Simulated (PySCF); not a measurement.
# Dipole response of Cu(2+) (copper, charge +2)

[Ar] 3d9, 2D determinant. Calculation: PySCF 2.14, in def2-TZVPPD; the non-relativistic Hamiltonian (point nucleus). Coupled (time-dependent) response in atomic units; α is the mean over directions.

```tsv
method	mean α (bohr³)	α xx, yy, zz	C₆ (like pair)	S(−4)
PBEsol	2.425	2.299, 2.299, 2.677	5.168	4.914
```

S(−4) is the Cauchy moment in α(ω) = α(0) + S(−4) ω² + …

α(iu) at PBEsol:

| u (hartree) | α(iu) (bohr³) |
| --- | --- |
| 0 | 2.425 |
| 0.0500 | 2.413 |
| 0.100 | 2.377 |
| 0.200 | 2.250 |
| 0.300 | 2.079 |
| 0.500 | 1.729 |
| 0.750 | 1.398 |
| 1.00 | 1.181 |
| 1.50 | 0.9284 |
| 2.00 | 0.7777 |
| 3.00 | 0.5799 |
| 5.00 | 0.3456 |

A single London oscillator, α(iu) = α/(1 + u²/ω²), gives C₆ = (3/4) ω α². Matching the computed C₆ needs ω = 4 × 5.168 / (3 × 2.425²) = 1.17 hartree.

For an ion, C₆ is the dispersion term alone; charge-induced terms of lower order in 1/R come first.

The components differ because the open shell of this determinant is not spherical; for a pure term their mean is the scalar polarisability.
